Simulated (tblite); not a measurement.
A geometry optimisation, step by step.

Compound: C6H10BClO.
Numbering: `[CH2:1]=[CH:2]/[C:3]([CH3:4])=[CH:5]/[B:6]([Cl:7])[O:8][CH3:9]` (hydrogens: H10, H11 on C1; H12 on C2; H13, H14, H15 on C4; H16 on C5; H17, H18, H19 on C9)

Computed with GFN2-xTB (tblite), gas phase: L-BFGS steps from a force-field or distance-geometry start until the largest atomic force falls under 0.01 eV/Å. 4 of its 111 geometries are shown.

Step 0: E = -755.8255 eV, largest atomic force 2.653 eV/Å
```
atom  x, y, z in Å  |  force x, y, z in eV/Å
C1     -2.999    0.983    0.351   -0.396   0.231  -0.122
C2     -2.158    0.670   -0.629    0.845  -0.726   1.163
C3     -0.871   -0.067   -0.379   -1.357   0.493  -0.171
C4     -0.726   -0.939    0.826   -0.601  -0.468   0.683
C5      0.108    0.094   -1.278    1.675  -0.504  -0.566
B6      1.567   -0.493   -1.197    0.495  -0.551   0.753
Cl7     2.664   -0.391   -2.683   -0.926  -0.113   1.390
O8      2.123   -1.041    0.064   -0.736   1.121  -2.289
C9      2.758   -0.013    0.771    0.377   0.394   0.847
H10    -2.821    0.741    1.393   -0.096   0.038  -0.294
H11    -3.913    1.533    0.112    0.368  -0.207   0.289
H12    -2.389    0.998   -1.622    0.220  -0.068  -0.336
H13    -1.717   -1.257    1.243    0.759   0.490  -0.369
H14    -0.165   -0.406    1.624   -0.345  -0.429  -0.542
H15    -0.201   -1.879    0.576   -0.005   0.692   0.105
H16    -0.080    0.698   -2.155   -0.160   0.071   0.005
H17     2.045    0.812    1.037    0.505  -0.432  -0.323
H18     3.138   -0.431    1.723   -0.179   0.010  -0.413
H19     3.627    0.397    0.216   -0.440  -0.042   0.189
```

Step 37: E = -756.7102 eV, largest atomic force 0.209 eV/Å
```
atom  x, y, z in Å  |  force x, y, z in eV/Å
C1     -3.066    0.927    0.317   -0.120  -0.105  -0.009
C2     -2.251    0.589   -0.679   -0.025   0.004   0.020
C3     -1.014   -0.148   -0.496   -0.008  -0.016   0.009
C4     -0.795   -0.861    0.805   -0.066   0.050   0.050
C5     -0.046   -0.087   -1.436    0.060  -0.013   0.025
B6      1.448   -0.268   -1.080    0.209   0.003  -0.011
Cl7     2.718   -0.379   -2.307   -0.124   0.010   0.027
O8      1.759   -0.147    0.206    0.127   0.047   0.024
C9      3.016   -0.023    0.820   -0.023  -0.002   0.087
H10    -2.941    0.554    1.318    0.065   0.030   0.030
H11    -3.903    1.585    0.176   -0.071   0.020  -0.110
H12    -2.409    0.996   -1.669   -0.047  -0.020  -0.005
H13    -1.704   -1.357    1.137   -0.054  -0.021  -0.073
H14    -0.501   -0.148    1.572    0.003   0.033   0.036
H15     0.000   -1.593    0.707   -0.092   0.004   0.011
H16    -0.289    0.331   -2.405   -0.055   0.077   0.047
H17     2.963    0.818    1.518    0.027   0.038  -0.108
H18     3.203   -0.926    1.408    0.140  -0.038  -0.141
H19     3.802    0.148    0.081    0.055  -0.103   0.091
```

Step 73: E = -756.8939 eV, largest atomic force 0.118 eV/Å
```
atom  x, y, z in Å  |  force x, y, z in eV/Å
C1     -3.356    0.802    0.096   -0.018  -0.035   0.048
C2     -2.360    0.491   -0.725    0.006   0.053  -0.001
C3     -1.046   -0.008   -0.332   -0.024   0.020   0.004
C4     -0.912   -0.740    0.967    0.000   0.024   0.019
C5     -0.002    0.225   -1.151   -0.008  -0.007   0.010
B6      1.503   -0.046   -0.901    0.101  -0.014  -0.060
Cl7     2.567   -0.220   -2.312   -0.062   0.030   0.025
O8      2.012   -0.079    0.322   -0.015  -0.008   0.081
C9      3.364   -0.215    0.693   -0.036  -0.030   0.047
H10    -3.290    0.672    1.162    0.016  -0.039   0.013
H11    -4.276    1.229   -0.270    0.041  -0.050  -0.002
H12    -2.470    0.685   -1.784   -0.028   0.016  -0.027
H13    -1.795   -1.349    1.156    0.030   0.033  -0.015
H14    -0.794   -0.037    1.790   -0.038   0.020  -0.030
H15    -0.031   -1.375    0.947   -0.018   0.019   0.021
H16    -0.237    0.726   -2.082    0.021  -0.007  -0.079
H17     3.614    0.612    1.364    0.004  -0.033  -0.063
H18     3.478   -1.158    1.232    0.029  -0.004  -0.009
H19     4.022   -0.207   -0.179    0.000   0.010   0.019
```

Step 110: E = -756.9675 eV, largest atomic force 0.010 eV/Å
```
atom  x, y, z in Å  |  force x, y, z in eV/Å
C1     -3.482    0.439   -0.031   -0.005  -0.001   0.001
C2     -2.356    0.553   -0.728    0.001   0.000  -0.002
C3     -1.021    0.209   -0.260    0.002   0.001  -0.002
C4     -0.883   -0.288    1.143   -0.001  -0.002  -0.001
C5      0.028    0.347   -1.099    0.003   0.001  -0.004
B6      1.533    0.060   -0.866   -0.001   0.003   0.000
Cl7     2.591    0.253   -2.273    0.003   0.002  -0.003
O8      2.049   -0.307    0.305   -0.002  -0.002   0.001
C9      3.406   -0.563    0.590    0.000  -0.002   0.002
H10    -3.509    0.065    0.978    0.008   0.005   0.000
H11    -4.432    0.719   -0.455    0.000  -0.001   0.000
H12    -2.403    0.934   -1.741    0.000  -0.004  -0.001
H13    -1.478   -1.190    1.279   -0.005  -0.003   0.001
H14    -1.249    0.465    1.840    0.000  -0.002   0.008
H15     0.153   -0.507    1.367    0.004   0.005   0.006
H16    -0.213    0.710   -2.093    0.002  -0.001  -0.003
H17     3.794    0.252    1.205   -0.001  -0.001   0.000
H18     3.462   -1.497    1.153   -0.009  -0.002  -0.003
H19     3.999   -0.643   -0.323    0.002   0.005  -0.002
```

Problem. Summarise the path.

Solution. The energy falls by 26.34 kcal/mol from step 0 to step 110; nine tenths of that is first reached at step 55. It rises by more than 0.2 meV at step 23. The largest force goes from 2.653 to 0.010 eV/Å. Among the bonds B6–O8 changes most, from 1.482 to 1.331 Å; the atoms move by 0.957 Å rms after alignment.

Problem. Follow the three bonds and two angles with the largest change from start to end.

Solution. 
```
step  E above end (kcal/mol)  largest force (eV/Å)  B6–O8 (Å)  B6–Cl7 (Å)  C2–C3 (Å)  B6–O8–C9 (°)  C3–C2–H12 (°)
   0                   26.34                 2.653      1.482       1.850      1.504         109.2          119.2
   5                   16.67                 0.255      1.375       1.741      1.464         116.7          116.8
  10                   15.88                 0.256      1.365       1.753      1.456         118.4          114.2
  14                   15.01                 0.304      1.357       1.753      1.454         127.0          112.8
  19                   13.67                 0.274      1.332       1.772      1.454         138.4          115.0
  24                   11.96                 0.582      1.330       1.752      1.453         144.7          115.3
  29                    8.66                 0.317      1.318       1.769      1.452         138.8          118.1
  33                    6.92                 0.307      1.327       1.756      1.458         132.6          114.9
  38                    5.77                 0.201      1.329       1.764      1.452         129.4          115.7
  43                    5.00                 0.193      1.331       1.761      1.449         127.8          116.2
  48                    3.22                 0.279      1.326       1.773      1.460         128.1          117.8
  53                    2.72                 0.106      1.330       1.772      1.458         127.8          116.8
  57                    2.47                 0.106      1.328       1.770      1.460         127.5          116.1
  62                    2.16                 0.150      1.329       1.768      1.458         126.7          116.3
  67                    1.91                 0.156      1.330       1.767      1.458         126.5          115.7
  72                    1.73                 0.089      1.326       1.774      1.459         127.7          114.8
  77                    1.48                 0.170      1.330       1.764      1.460         127.2          114.1
  81                    1.08                 0.177      1.327       1.774      1.460         127.1          115.2
  86                    0.55                 0.150      1.329       1.771      1.455         127.0          115.2
  91                    0.15                 0.132      1.333       1.777      1.456         127.0          115.1
  96                    0.03                 0.041      1.331       1.770      1.457         127.0          114.9
 100                    0.01                 0.032      1.330       1.770      1.456         127.1          115.1
 105                    0.00                 0.013      1.331       1.771      1.456         126.9          115.0
 110                    0.00                 0.010      1.331       1.771      1.456         126.9          115.1
```

What follows is the cost of the whole relaxation. On one thread of an Arm Neoverse N1, no GPU, shared host, this took 1.6 s wall.
